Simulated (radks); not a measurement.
Species: the antimony ion Sb+. Configuration: [Kr] 4d10 5s2 5p2 (the NIST ground configuration).

All-electron calculation, scalar-relativistic Kohn-Sham, BLYP, spin-unpolarised, spherical densities, point nucleus. Program: a radial shooting solver on a logarithmic mesh with Libxc functionals.

Energy parts (hartree):
total: -6481.79186
kinetic: 6779.69244
electron-nucleus: -15660.63539
Hartree: 2569.66014
exchange-correlation: -170.50904

Orbitals (lengths in bohr, moments of r in powers of bohr; r(max) is where P^2 peaks; r(90%) holds 90 % of the orbital's charge):
[
 {"orbital": "1s", "occ.": "2", "eigenvalue (hartree)": "-1114.200", "r(90%)": "0.0511", "<1/r>": "54.33", "r(max)": "0.01835"},
 {"orbital": "2s", "occ.": "2", "eigenvalue (hartree)": "-169.8110", "r(90%)": "0.189", "<1/r>": "12.41", "r(max)": "0.1037"},
 {"orbital": "2p", "occ.": "6", "eigenvalue (hartree)": "-152.4903", "r(90%)": "0.174", "<1/r>": "11.92", "r(max)": "0.08303"},
 {"orbital": "3s", "occ.": "2", "eigenvalue (hartree)": "-33.52950", "r(90%)": "0.486", "<1/r>": "4.422", "r(max)": "0.2999"},
 {"orbital": "3p", "occ.": "6", "eigenvalue (hartree)": "-27.88482", "r(90%)": "0.494", "<1/r>": "4.208", "r(max)": "0.2934"},
 {"orbital": "3d", "occ.": "10", "eigenvalue (hartree)": "-19.26816", "r(90%)": "0.481", "<1/r>": "3.976", "r(max)": "0.2442"},
 {"orbital": "4s", "occ.": "2", "eigenvalue (hartree)": "-5.77207", "r(90%)": "1.14", "<1/r>": "1.760", "r(max)": "0.7224"},
 {"orbital": "4p", "occ.": "6", "eigenvalue (hartree)": "-4.04328", "r(90%)": "1.25", "<1/r>": "1.602", "r(max)": "0.7620"},
 {"orbital": "4d", "occ.": "10", "eigenvalue (hartree)": "-1.53495", "r(90%)": "1.59", "<1/r>": "1.295", "r(max)": "0.8463"},
 {"orbital": "5s", "occ.": "2", "eigenvalue (hartree)": "-0.75546", "r(90%)": "3.16", "<1/r>": "0.6000", "r(max)": "1.868"},
 {"orbital": "5p", "occ.": "2", "eigenvalue (hartree)": "-0.43722", "r(90%)": "4.00", "<1/r>": "0.4769", "r(max)": "2.246"}
]

The highest occupied level is 5p at -11.897 eV. For comparison, the ionisation energy in NIST's Atomic Spectra Database is 16.63 eV (measured). In exact Kohn-Sham theory the highest level is minus the ionisation energy, but local and semilocal functionals leave it too shallow, through self-interaction and a potential that decays too fast; potentials with the right tail come closer. The density falls to 0.001 e/bohr^3 at r = 4.29 bohr.

Beside tabulated values, note that spin-unpolarised runs miss the spin-polarisation part of the exchange energy of open shells.
